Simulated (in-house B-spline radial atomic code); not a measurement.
Yb. Computed with a B-spline radial atomic code. Model: non-relativistic spherical atom: semilocal Troullier-Martins pseudo-atom, one channel per l, against all electrons, high spin, G0W0 and RPA with empty states to l = 8, local potential for every l without a channel, a model core (radius 0 = none) keeps its share of the functional.

Without relativity these are model numbers for so heavy an element.

What the tables leave out is listed at the end.

The pseudopotential gives back the lowest level of each angular momentum of its own functional in the configuration it was made in; a second state of the same l is only approximately right. Exact exchange, RPA and GW see the smooth pseudo-orbitals and miss the exchange with the core, for which the functional's share stands in. The column with an uncorrelated core keeps all orbitals and exact exchange, and so separates missing core correlation from pseudisation. Only the three outermost levels and the lowest empty one were computed. RPA here is direct RPA, with no exchange kernel, and its energies carry an (l + 1/2)⁻⁴ tail. A hybrid on a potential with a model core restores only its own semilocal share of the core's exchange.

Command:
```bash
python run_psgw.py task.json out
```
Settings (lengths in bohr, energies in hartree):
```
Z                      70
electrons              70
configuration          [Xe] 4f14 6s2
generated_in           [Xe] 4f14 6s2
functional             lda,vwn
core_shells            8
radius_factor          1.15
core_correction        True
ion_configuration      [Xe] 4f14 6s1
```

Run time, properties included: 2.1 min on 1 thread of Arm Neoverse N1, on a shared host.

Given: made with LDA VWN5; model core radius 0.319 bohr; local radius 0.761 bohr; mean-field start LDA VWN5.

Valence shells of the generating configuration: 4d, 5s, 5p, 4f, 6s.

Channel: s 1.342, p 1.466, d 0.568, f 1.855 (radii in bohr).

Computed: largest level miss in the spin-unpolarised generating configuration 0.031 eV; valence RPA correlation energy all-electron orbitals -2.9314 hartree; pseudo-atom RPA polarisability 118.22 bohr³; ionisation by mean-field all-electron 6.0032 eV; ionisation by mean-field pseudo minus all 0.044 eV; ionisation by RPA all-electron 6.2269 eV; ionisation by RPA pseudo minus all 0.129 eV.

| level | occupied | mean-field all-electron (eV) | mean-field pseudo minus all (eV) | G0W0 all-electron (eV) | G0W0 uncorrelated core minus all (eV) | G0W0 pseudo minus all (eV) | exchange self-energy all-electron (eV) | exchange self-energy pseudo (eV) |
| --- | --- | --- | --- | --- | --- | --- | --- | --- |
| 6s | 1 | -3.7277 | -0.031 | -5.8764 | -0.008 | -0.158 | -7.2967 | -7.3426 |

(1) What is the valence RPA correlation energy pseudo?

(2) What is the all-electron RPA polarisability, core included?

Given: mean-field start PBE0.

Computed: valence RPA correlation energy all-electron orbitals -2.7947 hartree; valence RPA correlation energy pseudo -3.1817 hartree; pseudo-atom RPA polarisability 108.58 bohr³; ionisation by mean-field all-electron 5.7106 eV; ionisation by mean-field pseudo minus all 0.059 eV; ionisation by RPA all-electron 6.0409 eV.

| level | occupied | mean-field all-electron (eV) | mean-field pseudo minus all (eV) | G0W0 all-electron (eV) | G0W0 uncorrelated core minus all (eV) | G0W0 pseudo minus all (eV) | exchange self-energy all-electron (eV) | exchange self-energy pseudo (eV) |
| --- | --- | --- | --- | --- | --- | --- | --- | --- |
| 6s | 1 | -4.1145 | -0.046 | -5.9402 | -0.007 | -0.138 | -6.9687 | -7.0454 |
| 6p (empty) | 0 | -0.92121 | -0.016 | -0.16275 | -0.003 | -0.046 | -1.4264 | -1.4791 |

(3) What is the ionisation by RPA pseudo minus all?

(4) What is the all-electron RPA polarisability, core included?

Answers

(1) -3.317 hartree.

(2) 120.01 bohr³.

(3) 0.117 eV.

(4) 111.13 bohr³.

Among the listed levels the largest G0W0 shift of the pseudo-atom is -0.16 eV, for 6s on the LDA VWN5 start, while leaving the core uncorrelated moves that level by -0.01 eV. So pseudisation and the lost core exchange, not the missing core correlation, make the error. Not in the tables (levels of low weight, unsolved or above zero; the highest and the empty levels are kept at any weight): on LDA the G0W0 levels 4f (pseudo minus all +4.15 eV, weights 0.42 and 0.12), 5p (pseudo minus all -2.10 eV, weights 0.07 and 0.07), 5d (pseudo minus all +0.08 eV, weights 0.43 and 0.47); on PBE0 the G0W0 levels 4f (pseudo minus all +6.46 eV, weights 0.72 and 0.05), 5p (pseudo minus all -2.24 eV, weights 0.04 and 0.49); no Hartree-Fock pseudo-atom is run with a model core.
